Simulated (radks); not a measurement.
The numbers below are computed, except where a source is named.
Ionisation of the copper ion Cu3+, [Ar] 3d8, to [Ar] 3d7 as the strength of local exchange is varied. Level of theory: non-relativistic Kohn-Sham, Slater X-alpha exchange (alpha = 2/3 is LDA exchange), no correlation, spin-polarised, spherical densities, point nucleus; open shells are filled with parallel spins first (a radial shooting solver on a logarithmic mesh with Libxc functionals).

alpha,E(Cu3+) (hartree),exchange (hartree),IE (eV),-e of the level emptied (eV),<r> of it (bohr)
0.667,-1632.89646,-60.62197,56.733,46.423 (3d),0.8637
0.779,-1643.10714,-71.23631,59.855,49.358 (3d),0.8462
0.911,-1655.22130,-83.90466,63.683,52.977 (3d),0.8268
0.947,-1658.54018,-87.38933,64.754,53.993 (3d),0.8217
1.027,-1665.93844,-95.17844,67.176,56.297 (3d),0.8108

NIST Atomic Spectra Database: 57.38 eV (semi-empirical). The Delta-SCF value meets it near alpha = 0.69. Open shells are spherical and high-spin; term and fine-structure splittings are not resolved.
